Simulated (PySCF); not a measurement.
Compound: GeH7NSi.
SMILES: `[SiH3][NH][GeH3]`

Computed with MP2 and CCSD/aug-cc-pVDZ in PySCF, restricted Hartree–Fock reference, frozen core, non-relativistic, gas phase, PBE0-D3(BJ)/def2-SVP geometry.

E(HF) = -2422.81358 Eh.

(1) How large is the problem?

(2) What are the MP2 and CCSD correlation energies?

(3) What is the T1 diagnostic?

(4) How does correlation change the dipole moment?

Answers

(1) 149 basis functions and 60 electrons; 15 orbitals frozen, which leaves o = 15 correlated occupied and v = 119 virtual orbitals. That is o·v = 1785 singles and o·v(o·v + 1)/2 = 1594005 distinct closed-shell doubles amplitudes before symmetry; the costliest CCSD step grows as o²v⁴ = 4.5 × 10^10.

(2) MP2 -0.4262 Eh and CCSD -0.4783 Eh, which gives totals of -2423.23976 and -2423.29189 Eh. That is 0.434 eV for each correlated electron at CCSD (1256 kJ/mol in all, 0.020 % of the total energy); MP2 gives 89.1 % of the CCSD value.

(3) 0.0100, below the customary warning level of 0.02. It is the norm of the spatial-orbital singles amplitudes over the root of the number of correlated electrons, so the norm is 0.055.

(4) HF gives 0.96 D and CCSD (unrelaxed density) 0.94 D, a change of -0.02 D.

No triples correction and no basis-set extrapolation were made.

The job also held the EOM ionisation roots. Hardware: Intel Xeon Platinum 8375C at 2.90 GHz, one thread, no GPU, on a shared host. Cost: 3.9 min of wall time, 2.5 GiB resident at most.
